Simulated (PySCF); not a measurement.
C₈H₈.
Atom-mapped SMILES: `[CH:1]1=[CH:2][C@H:3]2[C@H:4]3[CH:5]=[CH:6][C@@H:7]1[C@@H:8]23`

Structure used (GFN2-xTB), in Å, numbered top down from 1:
```xyz
16
C8H8 angstrom
C     -0.5711    0.4854   -1.3917
C      0.1061   -0.6584   -1.5044
C      0.1099   -1.3845   -0.2360
C      0.6594   -0.6812    1.0416
C      1.1595    0.6883    0.9416
C      0.2217    1.4984    0.4481
C     -1.0013    0.7124    0.0382
C     -0.8021   -0.6497    0.7026
H     -0.7002    1.2350   -2.1520
H      0.5962   -1.0267   -2.3885
H      0.1981   -2.4610   -0.2377
H      1.0696   -1.3449    1.7885
H      2.1568    0.9677    1.2326
H      0.3259    2.5463    0.2297
H     -1.9620    1.1994    0.1843
H     -1.5739   -1.1175    1.2917
```

NICS is the negative of the GIAO shielding at a point without a nucleus: at the ring centre (0) and 1 Å above and below it (1); zz is the component along the ring normal. Level: GIAO PBE0/pcSseg-1 (PySCF, non-relativistic, gas phase) on the GFN2-xTB geometry, one conformer.

Ring bond lengths (Å), with Mayer bond orders in brackets: C1–C2 1.334 (1.77), C2–C3 1.462 (1.06), C3–C8 1.501 (0.91), C8–C7 1.529 (0.99), C7–C1 1.510 (0.98); C3–C4 1.558 (0.83), C4–C8 1.501 (0.91), C8–C3 1.501 (0.91); C4–C5 1.461 (1.06), C5–C6 1.334 (1.77), C6–C7 1.510 (0.98), C7–C8 1.529 (0.99), C8–C4 1.501 (0.91).

Give the NICS values of each ring in ppm.

| ring | type | NICS(0) | NICS(1), two faces | NICS(1)zz, two faces | rms pucker (Å) | centre to ring atoms, mean (Å) |
| --- | --- | --- | --- | --- | --- | --- |
| C1–C2–C3–C8–C7 | 5-membered carbocycle; formal bonds 1 double, 4 single | -8.6 | -10.4 / -4.1 | -12.6 / -8.0 | 0.08 | 1.24 |
| C3–C4–C8 | 3-membered carbocycle; formal bonds all single | -43.4 | -11.1 / -7.9 | -16.4 / -24.5 | 0.00 | 0.88 |
| C4–C5–C6–C7–C8 | 5-membered carbocycle; formal bonds 1 double, 4 single | -8.6 | -10.4 / -4.1 | -12.6 / -8.0 | 0.08 | 1.24 |

What do they say, and how far can they be read as aromaticity?

- C1–C2–C3–C8–C7: mean NICS(1)zz -10.3 ppm, shielded. C3, C7, C8 have four or more neighbours; no verdict on aromaticity is drawn. The two faces differ by 4.6 ppm, so no symmetry operation interchanges them.
- C3–C4–C8: mean NICS(1)zz -20.4 ppm, shielded. C3, C4, C8 have four or more neighbours; no verdict on aromaticity is drawn. The two faces differ by 8.1 ppm, so no symmetry operation interchanges them. NICS(0) lies 34 ppm below the mean NICS(1).
- C4–C5–C6–C7–C8: mean NICS(1)zz -10.3 ppm, shielded. C4, C7, C8 have four or more neighbours; no verdict on aromaticity is drawn. The two faces differ by 4.6 ppm, so no symmetry operation interchanges them.

At the first NICS(1) probe listed for ring C1–C2–C3–C8–C7, 1 Å off the ring, what do the in-plane components average?

The isotropic value is a third of the trace: (3 × -10.4 − (-12.6))/2 = -9.3 ppm.

Give the inner angles of the rings and the Hirshfeld charges of the ring atoms.

- C1–C2–C3–C8–C7: C1 110.7° (-0.052 e), C2 110.7° (-0.064 e), C3 107.3° (-0.044 e), C8 104.1° (-0.039 e), C7 103.9° (-0.026 e); sum 536.8° against 540° for a flat convex ring.
- C3–C4–C8: C3 58.7° (-0.044 e), C4 58.7° (-0.044 e), C8 62.6° (-0.039 e); sum 180.0° against 180° for a flat convex ring.
- C4–C5–C6–C7–C8: C4 107.3° (-0.044 e), C5 110.7° (-0.064 e), C6 110.7° (-0.052 e), C7 103.9° (-0.026 e), C8 104.1° (-0.039 e); sum 536.8° against 540° for a flat convex ring.

How shielded are the nuclei of the rings and their hydrogens (means over atoms taken as equivalent)?

```
   atoms                    environment  σ isotropic (ppm)
 C1 (×2)               alkene CH carbon               49.4
 C2 (×2)               alkene CH carbon               61.6
 C3 (×2)  sp3 carbon at a ring junction              141.2
      C7  sp3 carbon at a ring junction              130.9
      C8  sp3 carbon at a ring junction              135.0
 H9 (×2)               vinylic hydrogen              25.73
H10 (×2)               vinylic hydrogen              26.60
H11 (×2)               methine hydrogen              28.70
     H15               methine hydrogen              28.77
     H16               methine hydrogen              28.79
```
